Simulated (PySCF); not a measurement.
An excited-state job on `O=S(=O)(O)c1ncc[se]1`.

Method: TDDFT PBE0/def2-SVPD, vertical, gas phase, core orbitals frozen in the response (PySCF 2.14.0, density-fitted response routines). Geometry: GFN2-xTB. The input is one job of a driver script: a line of settings, then coordinates in Å.

Command:
```bash
OMP_NUM_THREADS=1 python probes_run.py task.json out
```

Input:
```
{"job": {"kind": "uv", "xc": "PBE0", "basis": "def2-SVPD", "nstates": 6, "ntriplets": 2}, "charge": 0, "multiplicity": 1}
O      2.313385     1.574854     0.299108
S      1.807909     0.259889     0.517924
O      1.958827    -0.360164     1.794746
O      2.444257    -0.706262    -0.590651
C      0.087081     0.122072     0.176509
N     -0.553811     0.497667    -0.868108
C     -1.870184     0.201559    -0.795714
C     -2.297599    -0.432471     0.334922
Se    -0.883664    -0.722997     1.509840
H      2.799446    -0.184375    -1.312452
H     -2.494342     0.480437    -1.626797
H     -3.310105    -0.730894     0.534646
```

Output:
```
coarse grid: 57264 points
cycle   1  E = -3194.4065480352  dE =  1.714e+00  |g| = 1.184e+00  |ddm| = 6.857e+00
cycle   2  E = -3193.7419899535  dE =  6.646e-01  |g| = 2.218e+00  |ddm| = 3.932e+00
cycle   3  E = -3194.6568292151  dE = -9.148e-01  |g| = 2.667e-01  |ddm| = 2.807e+00
cycle   4  E = -3194.6700354249  dE = -1.321e-02  |g| = 1.146e-01  |ddm| = 5.250e-01
cycle   5  E = -3194.6729456529  dE = -2.910e-03  |g| = 3.109e-02  |ddm| = 1.847e-01
cycle   6  E = -3194.6731692041  dE = -2.236e-04  |g| = 1.141e-02  |ddm| = 7.102e-02
cycle   7  E = -3194.6732008976  dE = -3.169e-05  |g| = 2.129e-03  |ddm| = 2.508e-02
cycle   8  E = -3194.6732016007  dE = -7.031e-07  |g| = 1.192e-03  |ddm| = 6.066e-03
final grid: 119176 points
cycle   9  E = -3194.6732775344  dE =  1.195e-06  |g| = 2.520e-03  |ddm| = 9.891e-03
cycle  10  E = -3194.6732718329  dE =  5.701e-06  |g| = 5.407e-03  |ddm| = 1.435e-02
cycle  11  E = -3194.6732791360  dE = -7.303e-06  |g| = 3.086e-04  |ddm| = 9.910e-03
cycle  12  E = -3194.6732791596  dE = -2.356e-08  |g| = 2.912e-05  |ddm| = 4.722e-04
cycle  13  E = -3194.6732791597  dE = -1.482e-10  |g| = 1.113e-05  |ddm| = 5.808e-05
converged SCF energy = -3194.6732791597

Static polarisability (au): isotropic 93.376, principal 65.862 98.200 116.065

Singlet excitations
state   eV       nm        f      main configurations
  1   4.8373    256.3   0.00945   H-2->L 0.85, H->L 0.11
  2   4.9821    248.9   0.09896   H->L 0.82, H-2->L 0.09
  3   5.6231    220.5   0.07327   H-1->L 0.84
  4   5.7655    215.0   0.00089   H->L+1 0.94
  5   6.1166    202.7   0.00279   H-3->L 0.92
  6   6.3332    195.8   0.00212   H-1->L+1 0.90

Triplet excitations (Tamm-Dancoff, eV): 3.4444 4.1255
```

The SCF starts on a coarse grid where the log names one; the energy can jump when the final grid takes over, and dE then counts from the start density on the new grid. H and L stand for HOMO and LUMO; the number after each pair is its weight.

Give S1 in cm⁻¹ and kJ/mol.

4.8373 eV × 8065.54 = 39015 cm⁻¹; × 96.485 = 466.7 kJ/mol.

Which computed singlet has the largest oscillator strength, and what do all of them sum to?

State 2 at 4.98 eV (249 nm), f = 0.099; the 6 states sum to 0.187.

Summary of the converged run: HOMO -7.96 eV, LUMO -2.21 eV; lowest singlet 4.84 eV; lowest triplet 3.44 eV (Tamm–Dancoff); mean polarisability 93.4 au.

 The PBE0/def2-SVPD calculation is non-relativistic and has no spin–orbit coupling, an omission that weighs most on selenium.

On one thread, Arm Neoverse V1 (aarch64), no GPU, shared host with 32 logical CPUs at a one-minute load of 11, this took 52 s and 1.0 GiB of memory at its peak.

One conformer stands for the species.
Labels such as C1 count atoms from 1, the log's own numbers from 0.
